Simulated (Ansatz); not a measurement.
Process, species as SMILES: C=CC(=C)C[SiH3] -> [SiH3]C1=CCCC1 [cyclopenten-1-ylsilane]
Structures are relaxed separately at B3LYP-D3(BJ)/def2-TZVP in Ansatz (a first-principles code), one conformer each, not searched for the lowest. Frequencies are from Ansatz. Unstable Hartree-Fock reference: C=CC(=C)C[SiH3].

Wanted: isomerisation energy (enthalpy at 298 K, with B3LYP-D3(BJ) rigid-rotor harmonic-oscillator terms), in kcal/mol. Correlated levels leave the core frozen unless marked. No spin-orbit coupling. Non-relativistic. CBS(X,Y): correlation extrapolated as X^-3; Hartree-Fock from the larger set. [CCSD(T)-MP2]/basis is that difference in the basis named.

```
level                                                                             program  isomerisation energy (kcal/mol)  minus last row
-------------------------------------------------------------------------  --------------  -------------------------------  --------------
revPBE-D4/def2-TZVPD                                                       Ansatz + dftd4                            -13.0             0.7
PBE0-D3(BJ)/def2-TZVP                                                      Ansatz + dftd3                            -16.2            -2.5
r2SCAN0/def2-TZVPD                                                                 Ansatz                            -15.4            -1.7
CAM-B3LYP-D4/def2-TZVPD                                                    Ansatz + dftd4                            -13.0             0.7
LC-wPBE-D3(BJ)/def2-TZVPD                                                  Ansatz + dftd3                            -19.9            -6.2
B2GP-PLYP-D3(BJ)/def2-TZVPD                                                Ansatz + dftd3                            -12.8             0.9
MP2/6-31G*                                                                         Ansatz                            -18.6            -4.9
RI-MP2/aug-cc-pV(T+d)Z                                                             Ansatz                            -15.0            -1.3
SCS-MP2/aug-cc-pV(T+d)Z                                                            Ansatz                            -14.0            -0.3
CCSD/aug-cc-pV(D+d)Z                                                               Ansatz                            -14.1            -0.4
CCSD/cc-pV(Q+d)Z                                                                   Ansatz                            -14.2            -0.5
CCSD(T)/aug-cc-pV(T+d)Z                                                            Ansatz                            -13.3             0.4
CCSD(T)/cc-pV(T+d)Z                                                                Ansatz                            -13.4             0.3
RI-MP2/CBS(aug-cc-pV(T+d)Z,aug-cc-pV(Q+d)Z)+[CCSD(T)-MP2]/aug-cc-pV(D+d)Z          Ansatz                            -13.4             0.3
CCSD(T)/CBS(cc-pV(T+d)Z,cc-pV(Q+d)Z)                                               Ansatz                            -13.7             0.0
```
